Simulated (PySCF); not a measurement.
A geometry optimisation, step by step.

Compound: GeH₇NSi.
Numbering: `[NH2:1][GeH2:2][SiH3:3]` (hydrogens: H4, H5 on N1; H6, H7 on Ge2; H8, H9, H10 on Si3)

Method: PBE0-D3(BJ)/def2-SVP geometry optimisation, gas phase (PySCF 2.14.0); density fitting, grid level 1; the optimiser is geomeTRIC in internal coordinates, started from a GFN2-xTB structure with every atom displaced at random (about 0.01 Å). The frame can shift and turn from step to step; on so coarse a grid that alone can change the energy by a few meV, and forces under 0.02 eV/Å are noise.

Step 0: E = -65976.8523 eV, largest atomic force 1.714 eV/Å
```
atom  x, y, z in Å  |  force x, y, z in eV/Å
N1      1.652    0.720    0.563   -0.088   1.689  -0.281
Ge2     0.533   -0.652    0.114    0.924  -0.138  -0.048
Si3    -1.697    0.047    0.331    0.596   0.277   0.591
H4      2.660    0.573    0.544   -0.204  -0.248  -0.040
H5      1.464    1.613    0.069    0.174  -0.752   0.434
H6      0.918   -1.223   -1.254   -0.260  -0.127  -0.534
H7      1.026   -1.728    1.063   -0.243  -0.474   0.427
H8     -2.585   -1.024   -0.019   -0.761  -0.925  -0.321
H9     -1.960    1.190   -0.525   -0.106   0.647  -0.565
H10    -1.960    0.464    1.723   -0.033   0.051   0.338
```

Step 1: E = -65977.0183 eV, largest atomic force 0.485 eV/Å
```
atom  x, y, z in Å  |  force x, y, z in eV/Å
N1      1.666    0.830    0.590   -0.282  -0.358  -0.163
Ge2     0.583   -0.628    0.161    0.232  -0.158   0.016
Si3    -1.687    0.062    0.328   -0.051  -0.024  -0.031
H4      2.640    0.538    0.604    0.168   0.033   0.063
H5      1.592    1.542   -0.133    0.004   0.154  -0.004
H6      0.883   -1.255   -1.244   -0.059   0.132   0.154
H7      0.904   -1.737    1.199   -0.042   0.163  -0.069
H8     -2.600   -1.064   -0.057    0.049   0.054   0.003
H9     -1.949    1.226   -0.576    0.002  -0.016   0.005
H10    -1.983    0.463    1.734   -0.019   0.019   0.025
```

Step 2: E = -65977.0306 eV, largest atomic force 0.194 eV/Å
```
atom  x, y, z in Å  |  force x, y, z in eV/Å
N1      1.661    0.812    0.576   -0.028  -0.128  -0.143
Ge2     0.585   -0.642    0.156    0.104   0.027   0.031
Si3    -1.683    0.061    0.327    0.001   0.002   0.013
H4      2.645    0.547    0.615   -0.041   0.055   0.024
H5      1.580    1.554   -0.119    0.006  -0.009   0.081
H6      0.873   -1.256   -1.241   -0.026   0.017  -0.017
H7      0.908   -1.733    1.197   -0.007   0.022   0.029
H8     -2.597   -1.059   -0.056    0.000   0.006  -0.007
H9     -1.940    1.221   -0.581    0.001   0.001  -0.004
H10    -1.982    0.471    1.732   -0.009   0.006  -0.005
```

Step 3: E = -65977.0346 eV, largest atomic force 0.066 eV/Å
```
atom  x, y, z in Å  |  force x, y, z in eV/Å
N1      1.654    0.798    0.566    0.052  -0.012  -0.040
Ge2     0.589   -0.655    0.153    0.008   0.036   0.017
Si3    -1.677    0.061    0.326    0.014   0.000   0.011
H4      2.644    0.560    0.623   -0.037   0.017   0.009
H5      1.564    1.563   -0.099   -0.016  -0.005   0.031
H6      0.863   -1.263   -1.248   -0.007  -0.021  -0.031
H7      0.914   -1.734    1.202    0.002  -0.015   0.021
H8     -2.597   -1.053   -0.057   -0.015  -0.007  -0.007
H9     -1.925    1.218   -0.588    0.004   0.006  -0.005
H10    -1.979    0.481    1.728   -0.004   0.000  -0.007
```

Step 4: E = -65977.0354 eV, largest atomic force 0.031 eV/Å
```
atom  x, y, z in Å  |  force x, y, z in eV/Å
N1      1.653    0.793    0.563    0.030   0.007  -0.005
Ge2     0.592   -0.661    0.153   -0.008   0.021   0.004
Si3    -1.673    0.061    0.324    0.006  -0.004   0.000
H4      2.644    0.569    0.626   -0.011   0.000  -0.001
H5      1.552    1.570   -0.087   -0.016  -0.005   0.010
H6      0.856   -1.272   -1.250    0.001  -0.015  -0.003
H7      0.917   -1.738    1.206    0.002  -0.007   0.002
H8     -2.599   -1.049   -0.060   -0.006   0.000  -0.003
H9     -1.914    1.218   -0.593    0.004   0.003  -0.002
H10    -1.978    0.486    1.724   -0.002   0.000  -0.002
```

Step 5: E = -65977.0356 eV, largest atomic force under 0.02 eV/Å
```
atom  x, y, z in Å  |  force x, y, z in eV/Å
N1      1.652    0.791    0.563    0.009   0.003   0.010
Ge2     0.593   -0.664    0.155   -0.010   0.006   0.000
Si3    -1.671    0.061    0.322   -0.001  -0.003  -0.004
H4      2.644    0.573    0.625    0.003  -0.002  -0.007
H5      1.544    1.572   -0.079   -0.009   0.002   0.000
H6      0.854   -1.278   -1.249    0.005  -0.007   0.006
H7      0.919   -1.741    1.208    0.001  -0.001  -0.002
H8     -2.601   -1.045   -0.065    0.000   0.003  -0.002
H9     -1.905    1.219   -0.596    0.004   0.001   0.000
H10    -1.979    0.488    1.721   -0.002  -0.001  -0.001
```

Question: Summarise the path.

Answer: The energy falls by 0.1832 eV from step 0 to step 5; nine tenths of that is first reached at step 1. It falls at every step. The largest force goes from 1.714 to under 0.02 eV/Å. Among the bonds Si3–H8 changes most, from 1.434 to 1.496 Å; the atoms move by 0.079 Å rms after alignment.

What follows is the cost of the whole optimisation. On one thread, Arm Neoverse V2 (aarch64), no GPU, shared host with 96 logical CPUs at a one-minute load of 84, this took 22 s of wall time and 0.41 GiB of memory at its peak.
